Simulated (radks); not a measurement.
The numbers below are computed, except where a source is named.
Task: The caesium ion Cs12+ is in [Kr] 4d7. Code: a radial shooting solver on a logarithmic mesh with Libxc functionals. Model: scalar-relativistic Kohn-Sham, PBE, spin-polarised, spherical densities, finite nucleus; Fermi nuclear charge, rms radius of each element as measured or else 0.836 A^(1/3) + 0.57 fm. Open shells are filled with parallel spins first. One electron is removed from 4p, 4s, 3d, 4d in turn, with full relaxation. Which removal costs least, and what does each cost?

Result: 4d 290.09 eV; 4p 381.24 eV; 4s 443.20 eV; 3d 963.76 eV. The 4d electron leaves first.
